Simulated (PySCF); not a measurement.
## Silver: highly charged ions in a basis for the neutral atom

Ag¹⁶⁺ [Ar] 3d10 4s2 4p1, Ag¹⁷⁺ [Ar] 3d10 4s2. Calculation: PySCF 2.14, in def2-TZVP with the def2 core potential (28 electrons) (6s4p3d1f, 40 functions); a scalar-relativistic core potential. No spin-orbit coupling, so a gap to NIST mixes the basis error with missing relativistic terms.

Changed run: basis of the neutral atom used for a highly charged ion. This setting is unsound on purpose.

| species | method | sound run (hartree) | changed run (hartree) | converged |
| --- | --- | --- | --- | --- |
| Ag¹⁶⁺ | UHF | not run | -50.16796 | yes |
| Ag¹⁶⁺ | PBE | not run | -50.33376 | yes |
| Ag¹⁶⁺ | LDA | not run | -50.19314 | yes |
| Ag¹⁷⁺ | UHF | not run | -35.47896 | yes |
| Ag¹⁷⁺ | PBE | not run | -35.60464 | yes |
| Ag¹⁷⁺ | LDA | not run | -35.50935 | yes |

Ionisation energy of Ag¹⁶⁺:

| method | changed run (eV) | NIST (eV) |
| --- | --- | --- |
| UHF | 399.71 | 408.43 ± 0.16 |
| PBE | 400.80 | 408.43 ± 0.16 |
| LDA | 399.57 | 408.43 ± 0.16 |

The contracted functions were made for the neutral atom and can be too rigid for a highly charged ion.
